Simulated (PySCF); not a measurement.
Isomers of C8H6Cl (doublet state), one GFN2-xTB conformer each. Single-point energies are computed at B3LYP/pcH-1 (PySCF, gas phase, no added dispersion term), electronic only. GFN2-xTB treats the open shell by occupation alone, and not every SCF solution was tested for stability.

| SMILES | GFN2-xTB relative energy (kcal/mol) |
| --- | --- |
| CC#CC1=CCC(Cl)=[C]1 | 46.8 |
| C#CC1=CC[CH]C(Cl)=C1 | 9.1 |
| C#CC1=CC=C[C](Cl)C1 | 2.8 |
| C#C[C@H]1[CH]C=CC(Cl)=C1 | 13.9 |
| C#CC1=C[CH]CC=C1Cl | 4.9 |
| CC#CC1=C[CH]C(Cl)=C1 | 0.0 |
| [H]/[C]=C\c1cccc(Cl)c1 | 10.2 |

Conformers: `[H]/[C:1]=[CH:2]\[c:3]1[cH:4][cH:5][cH:6][c:7]([Cl:8])[cH:9]1` (doublet state) with C1–C2–C3–C4 180°.

Question: What does B3LYP/pcH-1 give for the same structures?

Answer: 
| SMILES | B3LYP/pcH-1 E (Eh) | B3LYP/pcH-1 (kcal/mol) | GFN2-xTB (kcal/mol) | point group |
| --- | --- | --- | --- | --- |
| [H]/[C]=C\c1cccc(Cl)c1 | -768.58132 | 0.0 | 10.2 | Cs |
| C#CC1=CC=C[C](Cl)C1 | -768.57278 | 5.4 | 2.8 | Cs |
| CC#CC1=C[CH]C(Cl)=C1 | -768.57112 | 6.4 | 0.0 | – |
| C#CC1=C[CH]CC=C1Cl | -768.56730 | 8.8 | 4.9 | Cs |
| C#CC1=CC[CH]C(Cl)=C1 | -768.56177 | 12.3 | 9.1 | Cs |
| C#C[C@H]1[CH]C=CC(Cl)=C1 | -768.55188 | 18.5 | 13.9 | C1 |
| CC#CC1=CCC(Cl)=[C]1 | -768.50081 | 50.5 | 46.8 | near Cs |

GFN2-xTB puts CC#CC1=C[CH]C(Cl)=C1 lowest instead; measured from each level's own lowest isomer, the values differ by up to 10.2 kcal/mol ([H]/[C]=C\c1cccc(Cl)c1: 10.2 against 0.0). Neighbours under 5.0 kcal/mol apart (C#CC1=CC=C[C](Cl)C1 and CC#CC1=C[CH]C(Cl)=C1; CC#CC1=C[CH]C(Cl)=C1 and C#CC1=C[CH]CC=C1Cl; C#CC1=C[CH]CC=C1Cl and C#CC1=CC[CH]C(Cl)=C1) can change places with a better method, another conformer or zero-point energy.

Question: As an exercise, what shares would exp(−E/RT) give at 2000 K from these electronic energies alone (no entropy, no degeneracies)?

Answer: RT = 3.974 kcal/mol: [H]/[C]=C\c1cccc(Cl)c1 61.6 %, C#CC1=CC=C[C](Cl)C1 16.0 %, CC#CC1=C[CH]C(Cl)=C1 12.3 %, C#CC1=C[CH]CC=C1Cl 6.7 %, C#CC1=CC[CH]C(Cl)=C1 2.8 %, C#C[C@H]1[CH]C=CC(Cl)=C1 0.6 %, CC#CC1=CCC(Cl)=[C]1 under 0.1 %.
